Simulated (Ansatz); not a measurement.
```xyz
15

C     0.3608   -1.9428   -1.2474
B    -0.6293   -0.9349   -0.5696
B    -0.2797    0.2429    0.4960
C    -0.2012    0.2933    2.0545
Si    0.1867    1.9439   -0.5337
H     0.2655   -1.9301   -2.3379
H     0.0389   -2.9499   -0.9464
H     1.4130   -1.8355   -0.9802
H    -1.7741   -0.9598   -0.9617
H     0.8423    0.0135    2.2749
H    -0.3499    1.2767    2.5062
H    -0.8251   -0.4435    2.5647
H    -0.7832    3.0208   -0.1782
H     1.5482    2.4002   -0.1244
H     0.1871    1.8052   -2.0168
```

Charge 0, multiplicity 1.

Question: List the PBE0/def2-TZVPP orbital energies in eV (Ansatz). (Estimate.)

Answer: Ansatz gave: Occupied: -1802.08, -277.82, -277.58, -184.29, -183.97, -144.47, -99.13, -99.13, -99.10, -19.88, -19.59, -15.36, -13.70, -12.01, -11.59, -11.38, -11.21, -11.00, -9.65, -9.59, -9.26, -8.71, -7.06. Lowest empty: -1.54, -0.99, 0.84, 1.36, 1.61, 1.74, 1.80, 2.30.
